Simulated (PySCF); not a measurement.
Choosing a molecule for a target property.

Each SMILES stands for a single optimised conformer of the isolated species, non-relativistic unless stated. Electronic properties by PySCF.

Dipoles, sizes and rotational constants follow the conformer. The torsions of the flexible species, by atom-mapped SMILES:
- `[F:1][CH2:2][CH2:3][SiH2:4][O:5][C@:6]12[CH2:7][C@H:8]1[CH2:9]2`: F1–C2–C3–Si4 57°, C2–C3–Si4–O5 173°, C3–Si4–O5–C6 177°, Si4–O5–C6–C7 42°
- `[CH3:1][C:2]([CH3:3])=[C:4]([CH:5]=[O:6])[CH2:7][SiH2:8][F:9]`: C2–C4–C5–O6 -170°, C2–C4–C7–Si8 97°, C4–C7–Si8–F9 -72°
- `[CH3:1][SiH2:2][CH2:3][C@@H:4]([SiH3:5])[CH2:6][F:7]`: C1–Si2–C3–C4 48°, Si2–C3–C4–Si5 65°, C3–C4–C6–F7 -72°
- `[CH3:1][CH:2]([CH3:3])[SiH2:4]/[C:5]([F:6])=[CH:7]/[CH:8]=[O:9]`: C1–C2–Si4–C5 67°, C2–Si4–C5–F6 -86°, C5–C7–C8–O9 180°
- `[CH3:1]/[CH:2]=[C:3]1\[SiH2:4][C@@H:5]([O:6][CH3:7])[C@H:8]1[F:9]`: Si4–C5–O6–C7 179°
- `[CH3:1]/[CH:2]=[C:3]1/[SiH2:4][C@@H:5]([CH2:6][OH:7])[C@H:8]1[F:9]`: Si4–C5–C6–O7 -60°, H–O7–C6–C5 -61°

(1) Wanted: HOMO–LUMO gap above 8 eV (PBE0/pcSseg-1) and smallest rotational constant above 0.7 GHz (GFN2-xTB), at GFN2-xTB geometries. Which candidate meets both?
A. `CC(C)=C(C=O)C[SiH2]F`
B. `CC(C)[SiH2]/C(F)=C/C=O`
C. `C[SiH2]C[C@@H]([SiH3])CF`
D. `FCC[SiH2]O[C@]12C[C@H]1C2`

(2) Wanted: dipole moment between 1.2 D and 2.6 D (PBE0/pcSseg-1) and HOMO energy above -7.1 eV (PBE0/pcSseg-1), at GFN2-xTB geometries. Which candidate meets both?
A. `FCC[SiH2]O[C@]12C[C@H]1C2`
B. `CC(C)=C(C=O)C[SiH2]F`
C. `C/C=C1/[SiH2][C@@H](CO)[C@H]1F`
D. `C/C=C1\[SiH2][C@@H](OC)[C@H]1F`

Results:

(1) C. Computed values:
| species | HOMO–LUMO gap | smallest rotational constant |
| --- | --- | --- |
| CC(C)[SiH2]/C(F)=C/C=O | 5.40 eV | 0.642 GHz |
| CC(C)=C(C=O)C[SiH2]F | 5.59 eV | 0.744 GHz |
| FCC[SiH2]O[C@]12C[C@H]1C2 | 7.16 eV | 0.532 GHz |
| C[SiH2]C[C@@H]([SiH3])CF | 9.02 eV | 0.808 GHz |

(2) D. Computed values:
```csv
species,dipole moment,HOMO energy
FCC[SiH2]O[C@]12C[C@H]1C2,1.01 D,-6.56 eV
C/C=C1\[SiH2][C@@H](OC)[C@H]1F,1.30 D,-7.06 eV
C/C=C1/[SiH2][C@@H](CO)[C@H]1F,2.04 D,-7.44 eV
CC(C)=C(C=O)C[SiH2]F,3.16 D,-7.17 eV
```
